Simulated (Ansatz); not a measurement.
Basis sets compared for the cluster Mg₄Se₅. Charge 0, multiplicity 1. Geometry PBE-D4/def2-SVP. Ansatz on 4 threads of Intel Xeon on a shared host; times are rough, and most runs start from earlier orbitals.

```xyz
9

Mg    0.144    1.219   -1.239
Mg   -0.931   -1.321   -0.508
Mg    2.157   -1.219    0.301
Mg    2.012    0.765    2.279
Se   -1.819    2.503   -0.308
Se   -2.450    0.568   -1.676
Se    1.278   -0.897   -2.035
Se   -0.572    0.455    1.430
Se    0.181   -2.074    1.756
```

The restricted singlet is unstable towards broken spin symmetry in Hartree–Fock (as tested in another run); at PBE-D4/def2-TZVP, PBE0-D4/def2-SVP, PBE0-D4/def2-TZVP this wasn't settled. The structure comes from a short search, and lower isomers may exist.

Binding counts from free atoms (Mg singlet, Se triplet) in the same basis, without a counterpoise term.

| level | functions | energy (Eh) | HOMO (eV) | LUMO (eV) | binding per atom (eV) | wall time |
| --- | --- | --- | --- | --- | --- | --- |
| PBE-D4/def2-SVP | 232 | -12804.4360 | -4.81 | -3.16 | 2.41 | 5 s |
| PBE0-D4/def2-SVP | 232 | -12804.8806 | -5.56 | -2.64 | 2.32 | 11 s |

(1) Estimate the rows for PBE-D4/def2-TZVP, PBE0-D4/def2-TZVP (with forces).

## Answers

(1) 
| level | functions | energy (Eh) | HOMO (eV) | LUMO (eV) | binding per atom (eV) | wall time |
| --- | --- | --- | --- | --- | --- | --- |
| PBE-D4/def2-TZVP | 368 | -12806.1882 | -4.82 | -3.15 | 2.39 | 9.5 s |
| PBE0-D4/def2-TZVP (with forces) | 368 | -12806.6335 | -5.55 | -2.62 | 2.31 | 37 s |
